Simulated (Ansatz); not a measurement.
`N[SiH2]B(O)Cl` + H₂ → `N[SiH3]` + `OBCl`  (hydrogenolysis of the Si–B bond)

Isolated molecules relaxed with PBE0-D4/def2-TZVP in Ansatz; ΔE leaves out vibrations. CBS: MP2 limit from def2 TZ/QZ plus the TZ coupled-cluster correction, frozen cores. This one scheme is used for every species. Each species was taken in one conformer, which may not be the lowest.

```
         level  ΔE (kJ/mol)
  HF/CBS(def2)        -76.1
CCSD/CBS(def2)        -48.5
```

(1) What does CCSD(T)/CBS give? (Estimate.)

Largest T1 diagnostic among the species: 0.012.

## Answers

(1) Ansatz gave: -42.8 kJ/mol. The listed levels differ from it by -33.3, -5.7 kJ/mol.

In def2-TZVPP, CCSD(T) changes the Hartree–Fock value by +29.6 kJ/mol (the triples alone add +5.7 kJ/mol) and MP2 by +29.6 kJ/mol. The D4 term adds +11.6 kJ/mol with B3LYP and +6.6 kJ/mol with PBE0; it sums over pairs of atoms, weighted by their polarisabilities, and B3LYP, whose exchange is more repulsive, gets the larger term.

B3LYP here is the variant with VWN-RPA as its local correlation; programs differ in this.
